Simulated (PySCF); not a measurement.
Molecule: SMILES N#Cc1ccoc1, C5H3NO.

Geometry (Å), atoms numbered from 1 in this order:
```xyz
10

N     3.138   -0.470   -0.271
C     2.003   -0.257   -0.163
C     0.612   -0.004   -0.032
C    -0.470   -0.934   -0.217
C    -1.603   -0.221    0.017
O    -1.302    1.060    0.327
C     0.027    1.193    0.298
H    -0.390   -1.984   -0.486
H    -2.659   -0.475    0.002
H     0.437    2.173    0.527
```

Geometry PBE0-D3(BJ)/def2-SVP throughout; GIAO in PySCF, gas phase, one conformer, non-relativistic; equivalent atoms averaged; functional PBE0.

(1) How do the absolute shieldings σ depend on the basis set? (a selection of nuclei; ppm; last column core-seconds on shared hosts with different chips, so compare them loosely)

(2) Which nucleus among those listed moves most, in ppm?

(3) Taking the largest basis, IGLO-III (275 functions), as the yardstick, rank the others by their worst heavy-atom deviation.

## Answers

(1) 
```csv
basis set,functions,N1,C7,C5,C3,C2,O6,H10,H9,H8,core-s
STO-3G,38,53.9,111.3,115.1,142.1,144.4,154.3,25.25,25.66,26.28,2.1
pcSseg-0,69,-70.4,29.0,36.1,82.6,63.3,9.5,24.99,25.43,26.06,5.2
6-31G,69,-25.7,54.6,60.8,98.6,88.5,41.6,24.71,25.14,25.83,4.3
6-31G*,104,-20.3,53.2,60.0,97.7,90.5,57.1,24.42,24.80,25.58,6.1
cc-pVDZ,113,-25.8,50.8,57.6,94.7,88.1,48.7,23.64,24.07,24.74,10
def2-SVP,113,-31.7,48.4,55.7,93.8,86.0,47.9,23.92,24.37,24.81,8.9
pcSseg-1,134,-61.9,30.0,37.2,80.0,66.7,22.1,23.47,23.87,24.50,12
aug-cc-pVDZ,188,-23.7,48.9,55.7,94.8,84.1,50.6,23.40,23.81,24.60,21
"6-311+G(2d,p)",207,-49.2,34.1,41.4,82.5,69.7,27.6,23.58,24.03,24.74,16
def2-TZVP,235,-51.5,32.9,40.3,81.4,69.5,24.2,23.61,24.03,24.70,30
cc-pVTZ,252,-49.5,34.7,41.9,82.8,71.0,27.5,23.45,23.87,24.53,32
IGLO-III,275,-58.8,26.3,33.9,76.0,64.6,20.0,23.46,23.89,24.60,38
```

(2) O6 (aromatic ring oxygen): from 9.5 ppm with pcSseg-0 to 154.3 ppm with STO-3G. The smallest spread is 1.78 ppm, at H8. Proton shifts span only some 12 ppm, so a few tenths of a ppm matter as much there as several ppm in carbon.

(3) pcSseg-1 4.0 ppm (134 functions), def2-TZVP 7.3 ppm (235 functions), cc-pVTZ 9.3 ppm (252 functions), 6-311+G(2d,p) 9.6 ppm (207 functions), pcSseg-0 11.6 ppm (69 functions), def2-SVP 27.9 ppm (113 functions), cc-pVDZ 33.1 ppm (113 functions), 6-31G 33.1 ppm (69 functions), aug-cc-pVDZ 35.1 ppm (188 functions), 6-31G* 38.5 ppm (104 functions), STO-3G 134.3 ppm (38 functions).

A small basis that lands close on one nucleus may do so by chance; judge by the trend and by all nuclei.
